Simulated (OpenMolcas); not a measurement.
Sb II: effect of the level shift or regulariser

* Program: OpenMolcas 26.06
* Basis: ANO-R2 [7s6p4d2f1g]
* Scalar Hamiltonian: X2C, finite nucleus
* Active space: 4 electrons in 9 orbitals (RAS2 5s 5p; RAS3 5d, at most 2 electrons)
* State averaging: 2S+1 = 3 even, 3 roots; 2S+1 = 1 even, 6 roots; 2S+1 = 5 odd, 1 root; 2S+1 = 3 odd, 9 roots; 2S+1 = 1 odd, 8 roots
* Spin-orbit coupling: RASSI with atomic mean-field integrals over the reference wave functions, term energies averaged over their components

Methods on the same reference wave functions:
A. RASSCF
B. SS-RASPT2, IPEA 0.25 Eh, imaginary shift 0.1 Eh (closed shells correlated: 4d)
C. SS-RASPT2, IPEA 0.25 Eh, real shift 0.2 Eh (closed shells correlated: 4d)

Energies in cm⁻¹ above 5s² 5p² ³P₀, the measured ground level; measured values from NIST Handbook of Basic Atomic Spectroscopic Data.

| Level | A | B | C | Measured |
| --- | --- | --- | --- | --- |
| 5s² 5p² ³P₀ | 0.0 | 0.0 | 0.0 | 0.0 |
| 5s² 5p² ³P₁ | 2465 | 2540 | 2540 | 3055 |
| 5s² 5p² ³P₂ | 5077 | 5010 | 5010 | 5658 |
| 5s² 5p² ¹D₂ | 13967 | 12570 | 12580 | 12790 |
| 5s² 5p² ¹S₀ | 25945 | 24030 | 24070 | 23906 |
| 5s 5p³ ⁵S°₂ | 44006 | 50070 | 50050 | 51723 |
| 5s 5p³ ³D°₁ | 65370 | 68340 | 68370 | 66292 |
| 5s 5p³ ³D°₂ | 65426 | 68440 | 68470 | 66502 |
| 5s 5p³ ³D°₃ | 66218 | 69270 | 69300 | 67888 |
| 5s 5p³ ³P°₀ | 77254 | 79440 | 79480 | 76858 |
| 5s 5p³ ³P°₁ | 77449 | 79590 | 79630 | 77139 |
| 5s 5p³ ³P°₂ | 77574 | 79680 | 79720 | 78391 |

Deviations, from unrounded energies. A percentage is the sum of absolute deviations over the sum of measured energies, with the sign that they share, or ± where signs differ.

```csv
Against measurement,Levels,A,B,C
mean absolute deviation (cm-1),11,1600,1400,1400
fine structure of the ground term (%),2,-13.4,-13.3,-13.4
other terms of the ground configuration (%),2,+8.8,±0.9,±1.0
other configurations (%),7,±2.7,±2.8,±2.8
```

B, C lie about equally close to measurement and A furthest from it. The largest miss of B in the table is 5s 5p³ ³P°₀, by +2600 cm-1. The ranking rests on the paired levels alone, and a cruder setting can come out closer through cancelling errors.

Between B and C the level of the table that moves most is 5s² 5p² ¹S₀, by 44 cm-1 (lowest in B, highest in C). Moves below CASPT2's spread within the term are not significant.

From A to B the spin-free energies of the other terms of 5s² 5p² shown, above ³P, scale by factors of 0.83 to 0.90.

The lowest spin-free term lies below A's lowest term by 0.457 hartree in B, 0.457 hartree in C.

CASPT2 does not keep the components of a term degenerate, so their means are used; among the terms shown or strongly mixed into the levels shown the widest spread is 15 cm-1 (5s 5p³ ³D°, B). Configurations are named by rounded mean occupations; where the s occupation lies near a half they are strongly mixed, a name can repeat and a true partner stay unpaired. Active for correlation alone: 5d; no level in the range computed is led by a configuration that fills it, so any true level of that kind is missing. Some terms mix strongly with configurations of 5d, whose occupation reaches 0.50 (5s 5p³ ³D°, 5s 5p³ ³P°, 5s 5p³ ¹D°). Some terms miss by over 15 % even with CASPT2, which points to a basis or an active space too small for the shells correlated (holds for B; C). Computed and measured levels are paired by configuration, term and J; levels that our copy of the source lacks, or whose pairing is in doubt (as where it misses far off the trend of its configuration), stay unpaired and out of the deviations. Only configurations of the active space appear. The table leaves out levels that lie high or whose names do not pair safely across all columns.

° marks odd parity.
